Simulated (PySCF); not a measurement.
C3H10N (SMILES C[NH+](C)C), charge +1, singlet, at a GFN2-xTB geometry; MP2/STO-3G in PySCF.

PySCF was given this input:
```python
from pyscf import gto, scf, mp

mol = gto.Mole()
mol.atom = '''
    N    -0.00145735   -0.00078979    0.34907080
    C    -0.00683148    1.40360564   -0.09889597
    C     1.21940542   -0.69518278   -0.09852509
    C    -1.21129590   -0.70773025   -0.10870151
    H    -0.00247043    1.44135056   -1.18709760
    H     0.87339726    1.92496286    0.27271406
    H    -0.89547623    1.91583180    0.26530846
    H     1.25459564   -0.71020410   -1.18671739
    H     1.22922597   -1.72074149    0.26595109
    H     2.10574056   -0.18427709    0.27308679
    H    -1.23721663   -0.72306702   -1.19714967
    H    -2.10593863   -0.20601809    0.25545409
    H    -1.21357974   -1.73335144    0.25572399
    H    -0.00574458   -0.00311317    1.37596602
'''
mol.basis = 'sto-3g'
mol.charge = 1
mol.verbose = 4
mol.build()

mf = scf.RHF(mol)
mf.kernel()

pt = mp.MP2(mf)
pt.kernel()
print('E(MP2) = %.10f' % pt.e_tot)
```

Output, abridged:

```
PySCF version 2.14.0

[INPUT] verbose = 4
[INPUT] num. atoms = 14
[INPUT] num. electrons = 34
[INPUT] charge = 1
[INPUT] spin (= nelec alpha-beta = 2S) = 0
[INPUT] symmetry False subgroup None
[INPUT] Mole.unit = angstrom
[INPUT] Symbol           X                Y                Z      unit          X                Y                Z       unit  Magmom
[INPUT]  1 N     -0.001457350000  -0.000789790000   0.349070800000 AA   -0.002753992368  -0.001492486796   0.659648210083 Bohr   0.0
[INPUT]  2 C     -0.006831480000   1.403605640000  -0.098895970000 AA   -0.012909626225   2.652430246495  -0.186886298123 Bohr   0.0
[INPUT]  3 C      1.219405420000  -0.695182780000  -0.098525090000 AA    2.304342278610  -1.313705060714  -0.186185436498 Bohr   0.0
[INPUT]  4 C     -1.211295900000  -0.707730250000  -0.108701510000 AA   -2.289017506809  -1.337416342570  -0.205416083227 Bohr   0.0
[INPUT]  5 H     -0.002470430000   1.441350560000  -1.187097600000 AA   -0.004668436110   2.723757807888  -2.243289347128 Bohr   0.0
[INPUT]  6 H      0.873397260000   1.924962860000   0.272714060000 AA    1.650481619346   3.637652605359   0.515354883718 Bohr   0.0
[INPUT]  7 H     -0.895476230000   1.915831800000   0.265308460000 AA   -1.692204825758   3.620397402733   0.501360327930 Bohr   0.0
[INPUT]  8 H      1.254595640000  -0.710204100000  -1.186717390000 AA    2.370842156673  -1.342091241543  -2.242570854359 Bohr   0.0
[INPUT]  9 H      1.229225970000  -1.720741490000   0.265951090000 AA    2.322900428503  -3.251730147276   0.502574722630 Bohr   0.0
[INPUT] 10 H      2.105740560000  -0.184277090000   0.273086790000 AA    3.979272947788  -0.348233231132   0.516059241337 Bohr   0.0
[INPUT] 11 H     -1.237216630000  -0.723067020000  -1.197149670000 AA   -2.338000587457  -1.366398637505  -2.262285006413 Bohr   0.0
[INPUT] 12 H     -2.105938630000  -0.206018090000   0.255454090000 AA   -3.979647245842  -0.389317766806   0.482738267500 Bohr   0.0
[INPUT] 13 H     -1.213579740000  -1.733351440000   0.255723990000 AA   -2.293333338921  -3.275559499220   0.483248304581 Bohr   0.0
[INPUT] 14 H     -0.005744580000  -0.003113170000   1.375966020000 AA   -0.010855682901  -0.005883038679   2.600198934508 Bohr   0.0

nuclear repulsion = 147.898770615005
number of shells = 22
number of NR pGTOs = 90
number of NR cGTOs = 30
basis = sto-3g
ecp = {}

******** <class 'pyscf.scf.hf.RHF'> ********
method = RHF
initial guess = minao
damping factor = 0
level_shift factor = 0
DIIS = <class 'pyscf.scf.diis.CDIIS'>
diis_start_cycle = 1
diis_space = 8
diis_damp = 0
SCF conv_tol = 1e-09
SCF conv_tol_grad = None
SCF max_cycles = 50
direct_scf = True
direct_scf_tol = 1e-13
Set gradient conv threshold to 3.16228e-05
Initial guess from minao.
init E= -172.468765712439
  HOMO = -0.370977764418438  LUMO = 0.413860305069936  gap/eV = 21.35653
cycle= 1 E= -171.578324446618  delta_E= 0.89  |g|= 0.381  |ddm|= 4.08
  HOMO = -0.756418059894069  LUMO = 0.205819523916926  gap/eV = 26.18382
cycle= 2 E= -171.625641585967  delta_E= -0.0473  |g|= 0.114  |ddm|= 0.629
  HOMO = -0.727912837235381  LUMO = 0.293712528822398  gap/eV = 27.79984
cycle= 3 E= -171.629497085827  delta_E= -0.00386  |g|= 0.0224  |ddm|= 0.156
  HOMO = -0.729393107878088  LUMO = 0.293291266186457  gap/eV = 27.82866
cycle= 4 E= -171.629703747934  delta_E= -0.000207  |g|= 0.00304  |ddm|= 0.0424
  HOMO = -0.730400245314301  LUMO = 0.29233711433304  gap/eV = 27.83010
cycle= 5 E= -171.629706999672  delta_E= -3.25e-06  |g|= 0.000352  |ddm|= 0.00448
  HOMO = -0.730360557519581  LUMO = 0.292422372868569  gap/eV = 27.83134
cycle= 6 E= -171.629707059234  delta_E= -5.96e-08  |g|= 4.78e-05  |ddm|= 0.000622
  HOMO = -0.730364705013325  LUMO = 0.292431036188998  gap/eV = 27.83169
cycle= 7 E= -171.62970706048  delta_E= -1.25e-09  |g|= 6.68e-06  |ddm|= 9.58e-05
  HOMO = -0.730364843184571  LUMO = 0.292431025856774  gap/eV = 27.83169
cycle= 8 E= -171.629707060509  delta_E= -2.96e-11  |g|= 8.24e-07  |ddm|= 1.54e-05
  HOMO = -0.730364932015929  LUMO = 0.292431067996456  gap/eV = 27.83170
Extra cycle  E= -171.629707060509  delta_E= 3.41e-13  |g|= 2.77e-07  |ddm|= 1.33e-06
converged SCF energy = -171.629707060509

******** <class 'pyscf.mp.mp2.RMP2'> ********
nocc = 17, nmo = 30
E(RMP2) = -171.846546539316  E_corr = -0.216839478807394
E(SCS-RMP2) = -171.869696616018  E_corr = -0.239989555509307
E_corr(same-spin) = -0.0233282527610376
E_corr(oppo-spin) = -0.193511226046357
E(MP2) = -171.8465465393
```
